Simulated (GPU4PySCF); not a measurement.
Vertical excitations of a molecule C7H18O3Si from TDDFT-CAM-B3LYP/def2-SVPD (GPU4PySCF), as energy in eV (oscillator strength): 7.81 (0.008), 7.84 (0.003), 7.95 (0.003), 8.37 (0.012), 8.55 (0.013), 8.60 (0.009), 8.65 (0.016), 8.66 (0.012), 8.70 (0.011), 8.73 (0.038), 8.76 (0.023), 8.88 (0.013). Lowest triplet (TDA): 7.64 eV. Geometry: r2SCAN-D4/def2-TZVP. The values are those of a single conformer.

Task: Identify the compound among the candidates.
(A) CO[SiH](OC(C)C)OC(C)C
(B) CC(C)O[Si](C)(O)OC(C)C
(C) CCO[Si](C)(OCC)OCC
(D) CO[Si](OC)(OC)C(C)(C)C

Result: C, CCO[Si](C)(OCC)OCC
